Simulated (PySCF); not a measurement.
# Telling isomers of C₈H₁₄ apart by NMR

PySCF 2.14.0 with density-fitted response routines calculation with shielding tensors at PBE0/pcSseg-1 (GIAO) and coordinates at the GFN2-xTB level; fast rotation and ring inversion assumed for equivalent nuclei, no relativistic terms, gas phase, single conformer.

Shifts are taken against calculated references (same method and geometry level): TMS for ¹H and ¹³C. Where no couplings were computed, multiplicities follow the n + 1 count of equivalent neighbours, and m marks all less simple cases (inequivalent or close neighbours, rings, F or P nearby). Shifts are as computed. Against solution values, carbons near 30 ppm lie about +3 ppm off and those near 130 ppm about +5 ppm. Of 1211 compounds with measured shifts, 218 miss one by over three times the rms of a fit or turn the order of signals round; such compounds aren't used in these exercises.

(1) Tabulate the signals of `C1CCC2(CC1)CC2`, `C1CC(C2CCC2)C1` and their relative energies.

(2) What is the quickest way to tell C1CCC2(CC1)CC2 from C1CC(C2CCC2)C1?

Results:

(1) 
| SMILES | carbon types | δC | δH | E rel. (kcal/mol) |
| --- | --- | --- | --- | --- |
| C1CCC2(CC1)CC2 | 1×C 7×CH2 | 39.6, 30.5, 29.8, 21.2, 14.6 | 1.58 (m, 4H), 1.52 (m, 2H), 1.28 (m, 4H), 0.23 (s, 4H) | 0.0 |
| C1CC(C2CCC2)C1 | 2×CH 6×CH2 | 43.8, 26.4, 16.1 | 2.14 (m, 4H), 2.14 (m, 2H), 1.93 (m, 2H), 1.79 (m, 2H), 1.54 (m, 4H) | 25.6 |

Energies are electronic energies at PBE0/pcSseg-1 on these geometries, without zero-point or thermal terms, each for the one conformer computed, which needn't be the lowest.

(2) Count the carbon signals: 5 against 3. The first has a three-membered-ring carbon (C) at 21.2 ppm, the second an sp3 CH in a ring at 43.8 ppm. Their most deshielded carbons lie at 39.6 and 43.8 ppm. In the proton spectra the most deshielded non-exchanging signals are 1.58 (m, 4H) and 2.14 (m, 4H).
